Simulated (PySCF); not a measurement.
# Dipole response of Cd²⁺ (cadmium, charge +2)

[Kr] 4d10, closed-shell 1S. Calculation: PySCF 2.14, in x2c-QZVPPall with one added diffuse shell each of s, p, d, f, g type (14s9p8d5f3g, 143 functions); scalar relativity by spin-free X2C-1e. Coupled (time-dependent) response in atomic units; α is the mean over directions.

```tsv
method	mean α (bohr³)	C₆ (like pair)	S(−4)
UHF	4.946	24.83	4.550
PBE	5.642	28.77	6.923
```

S(−4) is the Cauchy moment in α(ω) = α(0) + S(−4) ω² + …

α(iu) at PBE:

```
u (hartree)  α(iu) (bohr³)
          0          5.642
     0.0500          5.625
      0.100          5.574
      0.200          5.387
      0.300          5.120
      0.500          4.496
      0.750          3.767
       1.00          3.170
       1.50          2.306
       2.00          1.735
       3.00          1.065
       5.00         0.5067
```

For an ion, C₆ is the dispersion term alone; charge-induced terms of lower order in 1/R come first.
